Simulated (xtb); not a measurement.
ClTl, charge -1, doublet, at a GFN2-xTB geometry (such geometries of metal compounds can be far from the true shape) (a state made from the parent by changing its charge; the spin is typed, not shown lowest). Base run: GFN2-xTB (xtb).

Geometry (Å):
```xyz
2

Tl     0.0000     0.0000    -0.4764
Cl     0.0000     0.0000     2.2700
```
Charge -1, spin multiplicity 2.
All else is at xtb's defaults.
Base energy -6.28116 Eh.

Variants of this job, named by their change:

```csv
change,ΔE vs base (kcal/mol),SCF cycles
base,0.000,9
etemp = 1000,-1.93,9
etemp = 3000,-7.44,9
alpb = chcl3,-52.16,9
```

ALPB and GBSA are two models with their own fitted parameters for each solvent, which aren't always the measured dielectric constant.
